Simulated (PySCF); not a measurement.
SMILES [nH]1c(ccc1)-c1[nH]ccc1 (GFN2-xTB optimised geometry):

```
18

C     -0.791    -2.845     0.000
C      0.578    -2.845     0.000
N      1.002    -1.555     0.000
C     -0.074    -0.714     0.000
C      0.074     0.714     0.000
C      1.208     1.504     0.000
C      0.790     2.845     0.000
C     -0.579     2.845     0.000
N     -1.002     1.555     0.000
C     -1.208    -1.503     0.000
H     -1.427    -3.708     0.000
H      1.272    -3.662     0.000
H      1.960    -1.250     0.000
H      2.226     1.163     0.000
H      1.427     3.708     0.000
H     -1.273     3.662     0.000
H     -1.960     1.250     0.000
H     -2.226    -1.163     0.000
```

Calculation: PBE0/def2-SVP (PySCF).

What are the frontier orbital energies and the dipole moment?

HOMO-2 -7.17 eV, HOMO-1 -7.01 eV, HOMO -5.11 eV, LUMO 0.20 eV, LUMO+1 1.55 eV; dipole moment 0.00 D.

Meta-Löwdin charges at PBE0/def2-SVP: C1 -0.17, C2 -0.09, N3 -0.15, C4 0.04, C5 0.04, C6 -0.20, C7 -0.17, C8 -0.09, N9 -0.15, C10 -0.20, H11 0.11, H12 0.11, H13 0.24, H14 0.10, H15 0.11, H16 0.11, H17 0.24, H18 0.10.
